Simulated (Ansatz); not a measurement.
Correlation energies of FGeH$_{4}$NSi (`[F][GeH]1[NH][SiH2]1`) by basis set

```xyz
8

F    -1.918    0.574    1.531
Ge   -0.497    0.926    0.578
N     0.666   -0.512    0.508
Si    0.130   -0.473   -1.121
H     0.043    2.218    1.202
H     1.250   -1.069    1.108
H    -0.775   -1.543   -1.616
H     1.102   -0.121   -2.190
```

The species carries charge 0 and has multiplicity 1. Correlated methods include outer-core shells of Ge, which these sets cover unevenly. Scalar relativity is left out up to krypton. All single points use the PBE0-D4/def2-TZVP geometry. Frozen core, restricted reference, Ansatz.

```
     basis      HF (Eh)  MP2 corr.  CCSD corr.       (T)  CCSD(T) total
  def2-SVP  -2520.04749   -0.67575    -0.69916  -0.01948    -2520.76613
def2-TZVPP  -2520.61890   -0.83001           ?         ?              ?
def2-QZVPP            ?          ?           –         –              –
```

(1) Fill in the withheld values. (Best estimate.)

Answers

(1) Ansatz gave: def2-TZVPP CCSD corr.: -0.85026; def2-TZVPP (T): -0.03234; def2-TZVPP CCSD(T) total: -2521.50150; def2-QZVPP HF (Eh): -2520.67777; def2-QZVPP MP2 corr.: -1.14225.
